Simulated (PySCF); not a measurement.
# Spin-rotation constants: SMILES [AsH2][SiH2]C1CCCC1, C₅H₁₃AsSi

Molfile (atoms numbered from 1):
```
C5H13AsSi
     RDKit          3D

 20 20  0  0  0  0  0  0  0  0999 V2000
    2.9602   -0.1011    1.0294 As  0  0  0  0  0  3  0  0  0  0  0  0
    1.8495   -0.8304   -0.8849 Si  0  0  0  0  0  4  0  0  0  0  0  0
   -0.0151   -0.4063   -0.8857 C   0  0  0  0  0  0  0  0  0  0  0  0
   -0.7852   -1.1499    0.2138 C   0  0  0  0  0  0  0  0  0  0  0  0
   -1.9109   -0.1968    0.5999 C   0  0  0  0  0  0  0  0  0  0  0  0
   -1.2094    1.1569    0.5876 C   0  0  0  0  0  0  0  0  0  0  0  0
   -0.3019    1.0921   -0.6453 C   0  0  0  0  0  0  0  0  0  0  0  0
    1.7088   -0.0426    1.8543 H   0  0  0  0  0  0  0  0  0  0  0  0
    2.7695    1.3440    0.6723 H   0  0  0  0  0  0  0  0  0  0  0  0
    2.4521   -0.2297   -2.0879 H   0  0  0  0  0  0  0  0  0  0  0  0
    1.9695   -2.2934   -1.0223 H   0  0  0  0  0  0  0  0  0  0  0  0
   -0.4437   -0.6897   -1.8504 H   0  0  0  0  0  0  0  0  0  0  0  0
   -0.1459   -1.3162    1.0885 H   0  0  0  0  0  0  0  0  0  0  0  0
   -1.1463   -2.1200   -0.1254 H   0  0  0  0  0  0  0  0  0  0  0  0
   -2.6966   -0.2178   -0.1577 H   0  0  0  0  0  0  0  0  0  0  0  0
   -2.3535   -0.4346    1.5668 H   0  0  0  0  0  0  0  0  0  0  0  0
   -0.6047    1.2604    1.4921 H   0  0  0  0  0  0  0  0  0  0  0  0
   -1.9057    1.9937    0.5471 H   0  0  0  0  0  0  0  0  0  0  0  0
    0.6121    1.6701   -0.4844 H   0  0  0  0  0  0  0  0  0  0  0  0
   -0.8081    1.5220   -1.5108 H   0  0  0  0  0  0  0  0  0  0  0  0
  1  2  1  0
  2  3  1  0
  3  4  1  0
  4  5  1  0
  5  6  1  0
  6  7  1  0
  7  3  1  0
  1  8  1  0
  1  9  1  0
  2 10  1  0
  2 11  1  0
  3 12  1  0
  4 13  1  0
  4 14  1  0
  5 15  1  0
  5 16  1  0
  6 17  1  0
  6 18  1  0
  7 19  1  0
  7 20  1  0
M  END
```

Theory: GIAO PBE/pcSseg-1 magnetisability, rotational g tensor and spin-rotation constants, non-relativistic, gas phase in PySCF. Geometry: GFN2-xTB.

The calculation is non-relativistic, which matters for the atoms heavier than Zn.

(1) Give the nuclear spin-rotation constants along the inertial axes (H = +C I·J) beside the isotropic shieldings.

(2) How do the rotational constants and the g tensor change when H8, H9, H10, H11, H12, H13, H14, H15, H16, H17, H18, H19, H20 are replaced by deuterium?

Answers

(1) Rotational constants 2.5063, 0.7543, 0.6873 GHz. A star marks the isotopologue with that one atom substituted, in its own axes.
| atom | isotope | Caa (kHz) | Cbb (kHz) | Ccc (kHz) | mean (kHz) | σ (ppm) |
| --- | --- | --- | --- | --- | --- | --- |
| As1 | 75As | 2.526 | 0.674 | 0.553 | 1.251 | 2014.2 |
| H8 | 1H | -0.117 | -0.047 | -0.068 | -0.077 | 30.1 |
| H9 | 1H | -0.249 | -0.069 | -0.010 | -0.109 | 30.0 |
| H10 | 1H | -0.209 | -0.044 | 0.006 | -0.082 | 27.0 |
| H11 | 1H | -0.230 | -0.029 | -0.004 | -0.088 | 27.3 |
| H12 | 1H | -0.137 | -0.015 | -0.078 | -0.076 | 29.9 |
| H13 | 1H | -0.090 | -0.056 | -0.056 | -0.068 | 30.3 |
| H14 | 1H | -0.230 | -0.029 | -0.035 | -0.098 | 29.6 |
| H15 | 1H | -0.028 | -0.057 | -0.071 | -0.052 | 30.2 |
| H16 | 1H | -0.258 | -0.034 | -0.024 | -0.105 | 29.7 |
| H17 | 1H | -0.112 | -0.034 | -0.070 | -0.072 | 30.3 |
| H18 | 1H | -0.099 | -0.058 | -0.045 | -0.067 | 29.7 |
| H19 | 1H | -0.045 | -0.071 | -0.049 | -0.055 | 29.8 |
| H20 | 1H | -0.117 | -0.068 | -0.031 | -0.072 | 29.7 |
| Si2 | 29Si* | -1.362 | -0.439 | -0.463 | -0.755 | 377.1 |
| C3 | 13C* | 0.475 | 0.110 | 0.096 | 0.227 | 158.1 |
| C4 | 13C* | 0.454 | 0.136 | 0.112 | 0.234 | 147.2 |
| C5 | 13C* | 0.441 | 0.132 | 0.114 | 0.229 | 148.3 |

For the geometry as given, no vibrational averaging.

(2) Constants 2.0162, 0.6720, 0.6149 GHz; g -0.0094, -0.0023, -0.0027, against -0.0117, -0.0025, -0.0029 before.
